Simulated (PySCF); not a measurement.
Zn(F)(Et) (C2H5FZn), SMILES [CH2](C)[Zn][F].

Geometry: B3LYP-D3(BJ)/def2-SVP. The structure was generated by enumeration; whether it is a known compound was not checked. One conformer was computed; it need not be the lowest.

Level of theory: PBE/def2-TZVP (PySCF).

Gas-phase values at a fixed geometry.

```json
{
  "total_energy": "-1958.09001 hartree",
  "point_group": "Cs",
  "highest_occupied_level": "-6.94 eV",
  "lowest_empty_level": "-1.38 eV",
  "orbital_gap": "5.56 eV",
  "dipole_moment": "2.93 D",
  "quadrupole, principal values (traceless, Buckingham form, about the centre of nuclear charge)": "-9.80, 4.64, 5.16 D·Å",
  "mean_static_polarisability": "49.9 bohr³ (7.40 Å³)",
  "polarisability_principal_values": "41.1, 43.8, 64.9 bohr³"
}
```
